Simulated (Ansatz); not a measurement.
Consider the redistribution: `[OH][Al]([Cl])[O][SiH3]` + `CO[SiH](C)C` → `C[SiH](C)O[SiH3]` + `C[O][Al]([OH])[Cl]`.

Program: Ansatz. Geometries: PBE0-D4/def2-TZVP. ΔE: electronic, gas phase. CCSD(T)/CBS adds triple-zeta CCSD(T) − MP2 to the extrapolated MP2 energy (def2 sets, frozen cores). DFT in def2-TZVPP. B3LYP here is the variant with VWN-RPA as its local correlation; programs differ in this. Each species was taken in one conformer, which may not be the lowest.

`[OH][Al]([Cl])[O][SiH3]`:

Z-matrix (Å, degrees):
```
Si
O 1 1.629
H 1 1.486 2 109.9
H 1 1.486 2 110.5 3 120.5
H 1 1.486 2 109.3 3 -119.6
Al 2 1.671 1 162.1 3 -80.9
Cl 6 2.076 2 120.2 1 1.6
O 6 1.680 2 122.2 1 -178.4
H 8 0.956 6 122.8 2 0.1
```

`CO[SiH](C)C`:

Z-matrix (Å, degrees):
```
C
O 1 1.404
H 1 1.097 2 111.7
H 1 1.097 2 111.7 3 121.5
H 1 1.092 2 108.5 3 -119.2
Si 2 1.650 1 123.0 3 -69.9
C 6 1.867 2 111.3 1 63.6
C 6 1.858 2 106.3 1 -174.3
H 6 1.496 2 108.5 1 -55.2
H 7 1.093 6 111.1 2 60.4
H 7 1.094 6 110.4 2 -179.7
H 7 1.093 6 111.6 2 -60.3
H 8 1.093 6 110.7 2 -61.8
H 8 1.092 6 110.8 2 58.2
H 8 1.093 6 110.8 2 178.2
```

`C[SiH](C)O[SiH3]`:

Cartesian coordinates in Å:
```
C 0.403 1.977 -0.893
Si 0.580 0.257 -0.211
C 0.389 -1.037 -1.537
O -0.579 0.047 0.939
Si -1.091 -0.892 2.168
H 0.505 2.722 -0.101
H -0.576 2.111 -1.361
H 1.169 2.176 -1.647
H 1.915 0.103 0.438
H -0.586 -0.956 -2.026
H 1.162 -0.923 -2.302
H 0.476 -2.044 -1.121
H -2.300 -0.272 2.763
H -1.431 -2.255 1.679
H -0.035 -1.013 3.210
```

`C[O][Al]([OH])[Cl]`:

```xyz
9

C     0.188    1.646   -0.418
O     0.168    0.266   -0.646
Al   -0.124   -1.091    0.279
O    -0.034   -2.602   -0.451
Cl   -0.594   -0.898    2.308
H    -0.039    1.903    0.623
H     1.176    2.049   -0.662
H    -0.547    2.139   -1.061
H    -0.193   -3.412    0.029
```

(1) Is it downhill or uphill in electronic energy at CCSD(T)/CBS, and by how much? (An estimate is asked.)

(2) What do these levels give: PBE-D4, r2SCAN-D4, ωB97X-V, B2PLYP, PBE0, B3LYP, HF/def2-TZVPP, MP2/def2-TZVPP, CCSD(T)/def2-TZVPP, HF/def2-QZVPP, MP2/def2-QZVPP, MP2/CBS(def2)? (Best estimate.)

Largest T1 diagnostic among the species: 0.011.

Answers

(1) The calculation gave: Uphill: ΔE = +7.1 kJ/mol.

(2) The calculation gave: PBE-D4 4.8, r2SCAN-D4 6.0, ωB97X-V 6.4, B2PLYP 6.6, PBE0 6.0, B3LYP 5.7, HF/def2-TZVPP 7.0, MP2/def2-TZVPP 7.7, CCSD(T)/def2-TZVPP 7.9, HF/def2-QZVPP 6.8, MP2/def2-QZVPP 7.2, MP2/CBS(def2) 6.9 kJ/mol.
